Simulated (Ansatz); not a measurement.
Ansatz (an electronic-structure program) input (r2SCAN0/def2-TZVPD):

Ansatz 0.2 input:
```yaml
crystal:
  periodic: [false, false, false]
  atoms:
    - {symbol: Si, position_ang: [0.30206526, 0.47546220, -0.20374489]}
    - {symbol: Cl, position_ang: [-0.03347970, -1.22336384, -1.35106641]}
    - {symbol: Cl, position_ang: [-1.16802608, 0.68063782, 1.22233080]}
    - {symbol: O, position_ang: [1.71619924, 0.32833936, 0.61166249]}
    - {symbol: H, position_ang: [2.46709062, -0.05684324, 0.14763395]}
basis:
  gaussian:
    orbitals: def2-TZVPD
hamiltonian:
  xc: {name: r2SCAN0}
magnetization: {spin_polarized: true, initial_magnetization: 1}
output: {forces: true}
```

Output:

```
Functional definition: r2SCAN0
integrals: 0.13 GiB planned
1147 factors; their error is unknown
mean field: 1.42 GiB planned
mean field evaluation 1: about -34982.8580 eV, gradient 3.6e1 eV
mean field evaluation 2: about -34973.6113 eV, gradient 6.1e1 eV
mean field evaluation 4: about -34987.2363 eV, gradient 2.0e0 eV
mean field evaluation 8: about -34987.3190 eV, gradient 1.7e-1 eV
mean field evaluation 16: about -34987.3191 eV, gradient 2.6e-5 eV
mean field -34987.31908214 eV, -1285.7602610119 hartree, gradient 3.3e-5 eV, S^2 0.753595; 0 other end points of the search recorded, 0 dependent functions left out
the calculation of the forces begins
reference -34987.31910657 eV, -1285.7602619097 hartree; 29, 28 occupied and 155, 156 virtual orbitals, 1147 factors
Total energy: -34987.31910657 eV, -1285.7602619097 hartree
Atom 0 at     0.302065     0.475462    -0.203745 Å, force     0.093932    -0.358483     0.314078 eV/Å
Atom 1 at    -0.033480    -1.223364    -1.351066 Å, force     0.068525     0.351031     0.240024 eV/Å
Atom 2 at    -1.168026     0.680638     1.222331 Å, force     0.308376    -0.044953    -0.299478 eV/Å
Atom 3 at     1.716199     0.328339     0.611662 Å, force    -0.180053    -0.088393    -0.404455 eV/Å
Atom 4 at     2.467091    -0.056843     0.147634 Å, force    -0.290779     0.140799     0.149832 eV/Å
Dipole moment:     0.349071     0.029678    -0.180649 e Å
```

It need not be the lowest isomer of its formula.
